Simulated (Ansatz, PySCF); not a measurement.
Pulling on the Cd1–H2 bond in CdH2Se (SMILES [SeH][CdH]) (multiplicity 1 held, fragments rigid). Energies count from the point at 1.673 Å.
Geometry at that point (charge 0, multiplicity 1):
```xyz
4

Cd    -0.5778    -0.4349    -0.7165
H     -1.5269    -1.1554    -1.8906
Se     0.8327     0.6655     1.0152
H      0.9514    -0.5964     1.7664
```

Active spaces are followed from a long bond inwards. Curves can end on different states.

Correlated levels freeze the cores. Filled d and f shells under p-block atoms count as core. Rows in 3-21G carry no dispersion term and start afresh at each structure; the Pople sets are all-electron and without relativity.

Programs: Ansatz (an electronic-structure program); PySCF for 3-21G rows. Each number belongs to the level named beside it. In def2 rows elements past Kr take small-core potentials, without spin–orbit coupling.

Question: What energy at R = 5.353 Å does FIC-MRCISD+Q on CASSCF(2,2)/def2-TZVPP give?

Answer: 70.9 kcal/mol

Question: Estimate the energy at R = 5.353 Å that SC-NEVPT2 on CASSCF(2,2)/def2-TZVPP returns for this input.

Answer: 67.7 kcal/mol

Question: What energy at R = 5.353 Å does R-HF/3-21G give?

Answer: 135.0 kcal/mol

Doubts at one or more of the structures used: a restricted determinant that unrestricted orbitals would lower (R-HF/3-21G).
